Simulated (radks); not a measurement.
Species: La VI. Configuration: [Kr] 4d10 5s2 5p4. Method: Dirac Kohn-Sham, BLYP, spin-unpolarised, spherical densities, finite nucleus; open shells are shared between the two j in proportion to 2j + 1; Fermi nuclear charge, rms radius 4.855 fm; computed with a radial shooting solver on a logarithmic mesh with Libxc functionals.

Normalised radial functions P(r) = r R(r) (large component), r in bohr:

```
   r/bohr * 4p1/2, o 5s1/2 (the largest magnitude, 1.4, reaches the edge; | marks zero, & curves that meet)
 0.004042                             |*o
 0.005348                             |*o
 0.007019                             |* o
 0.009287                             | *o
  0.01219                             |  &
  0.01613                             |  o*
  0.02117                             | o   *
  0.02801                             |o      *
  0.03677                            o|        *
  0.04865                          o  |         *
  0.06386                        o    |         *
  0.08449                         o   |     *
   0.1109                           o*|
   0.1467                   *         |  o
   0.1942              *              |      o
   0.2548                 *           |     o
   0.3372                            o| *
   0.4426                    o        |                 *
   0.5856                    o        |                          *
   0.7686                             o                       *
    1.017                             |            &
    1.335                             |    *             o
    1.766                             |*              o
    2.318                             *       o
    3.068                             * o
    4.026                             &
    5.327                             &
```

4p1/2: eigenvalue -264.52 eV, 2 radial nodes at r = 0.106, 0.329 bohr, <r> = 0.674 bohr, 90 % of the charge inside 0.980 bohr. 5s1/2: eigenvalue -87.723 eV, 4 radial nodes at r = 0.0309, 0.122, 0.323, 0.770 bohr, <r> = 1.49 bohr, 90 % of the charge inside 2.11 bohr.
